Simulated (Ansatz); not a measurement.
CH5AlNO, SMILES `C[O][Al][NH2]` radical, relaxed with UKS PBE-D4/def2-SVP in Ansatz 0.2.0 from a rough embedded geometry. The force threshold is 0.03 eV/Å; the program also tests the step.

Total charge 0; spin multiplicity 2.

Start:

```xyz
9

C     1.055   -0.616    0.944
O     0.202    0.424    1.169
Al   -0.057    1.345   -0.410
N    -1.402    0.938   -1.554
H     1.159   -1.228    1.910
H     2.059   -0.375    0.603
H     0.606   -1.372    0.214
H    -2.308    0.990   -1.010
H    -1.314   -0.106   -1.865
```

```
         step  energy (eV)  largest force (eV/Å)  largest move (Å)
            1  -11237.5455                 2.488             0.000
            2  -11237.7982                 1.067             0.130
            3  -11237.9406                 0.606             0.193
            4  -11238.0215                 0.298             0.200
            5  -11238.0737                 0.525             0.200
            6  -11238.1338                 0.993             0.192
            7  -11238.2183                 0.748             0.200
            8  -11238.3059                 0.548             0.200
            9  -11238.3828                 0.458             0.200
           10  -11238.4386                 0.339             0.200
           11  -11238.4785                 0.154             0.200
           12  -11238.4901                 0.040             0.137
13 (rejected)  -11238.4870                 0.140             0.127
           14  -11238.4919                 0.038             0.063
           15  -11238.4922                 0.077             0.029
           16  -11238.4928                 0.006             0.030
           17  -11238.4930                 0.073             0.050
           18  -11238.4931                 0.044             0.009
           19  -11238.4933                 0.017             0.029
           20  -11238.4934                 0.021             0.036
```

End:

```xyz
9

C     1.257   -0.803    1.166
O     0.214   -0.297    0.385
Al   -0.003    0.837   -0.899
N    -1.681    1.010   -1.494
H     1.044   -0.659    2.251
H     2.243   -0.323    0.957
H     1.383   -1.899    1.000
H    -2.483    0.490   -1.125
H    -1.973    1.644   -2.240
```

Hardware: 4 threads of a server CPU on a shared host. Wall time 41 s, peak host memory 0.17 GiB.
